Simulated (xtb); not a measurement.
CdCl2, SMILES [Cd]([Cl])[Cl]. All values are semi-empirical tight-binding results from xtb (GFN2-xTB unless named), good for trends rather than for accurate numbers. Geometry: GFN2-xTB. The isomer is the one that the SMILES or the coordinates give; other isomers of the formula were not compared.

For metal compounds this method's bond lengths and energies can be far off.

| Property | Value |
|---|---|
| point group as xtb finds it | C2v |
| orbital gap | 3.06 eV |
| zero-point energy | 0.9 kcal/mol |
| G − E(el) at 298.15 K (modified RRHO) | -17.8 kcal/mol |
